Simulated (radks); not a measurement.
Species: Ir IV. Configuration: [Xe] 4f14 5d6. All-electron calculation, Dirac Kohn-Sham, OLYP, spin-unpolarised, spherical densities, point nucleus; open shells are shared between the two j in proportion to 2j + 1. Program: a radial shooting solver on a logarithmic mesh with Libxc functionals.

Unscreened Slater integrals over Kohn-Sham orbitals (hartree). Large and small components are both included. Empty in this configuration: 6s1/2.

F0(5d5/2,5d5/2): 0.58100
F2(5d5/2,5d5/2): 0.30382
F4(5d5/2,5d5/2): 0.20178
F0(5d5/2,5d3/2): 0.58942
F2(5d5/2,5d3/2): 0.30806
G2(5d5/2,5d3/2): 0.30770
G4(5d5/2,5d3/2): 0.20444
F0(5d5/2,5p3/2): 0.65759
F2(5d5/2,5p3/2): 0.32864
G1(5d5/2,5p3/2): 0.39781
G3(5d5/2,5p3/2): 0.24658
F0(5d5/2,4f7/2): 0.74935
F2(5d5/2,4f7/2): 0.17534
F4(5d5/2,4f7/2): 0.081879
G1(5d5/2,4f7/2): 0.059209
G3(5d5/2,4f7/2): 0.055018
G5(5d5/2,4f7/2): 0.043803
F0(5d5/2,6s1/2): 0.42943
G2(5d5/2,6s1/2): 0.10808
F0(5d3/2,5d3/2): 0.59828
F2(5d3/2,5d3/2): 0.31295
F0(5d3/2,5p3/2): 0.67049
F2(5d3/2,5p3/2): 0.33938
G1(5d3/2,5p3/2): 0.41708
G3(5d3/2,5p3/2): 0.25852
F0(5d3/2,4f7/2): 0.76934
F2(5d3/2,4f7/2): 0.18559
G3(5d3/2,4f7/2): 0.059532
G5(5d3/2,4f7/2): 0.047242
F0(5d3/2,6s1/2): 0.43218
G2(5d3/2,6s1/2): 0.10091
F0(5p3/2,5p3/2): 0.78126
F2(5p3/2,5p3/2): 0.42186
F0(5p3/2,4f7/2): 0.96273
F2(5p3/2,4f7/2): 0.29650
G2(5p3/2,4f7/2): 0.11508
G4(5p3/2,4f7/2): 0.096557
F0(5p3/2,6s1/2): 0.45270
G1(5p3/2,6s1/2): 0.040949
F0(4f7/2,4f7/2): 1.7069
F2(4f7/2,4f7/2): 0.84020
F4(4f7/2,4f7/2): 0.53334
F6(4f7/2,4f7/2): 0.38552
F0(4f7/2,6s1/2): 0.48490
G3(4f7/2,6s1/2): 0.015833
F0(6s1/2,6s1/2): 0.36947
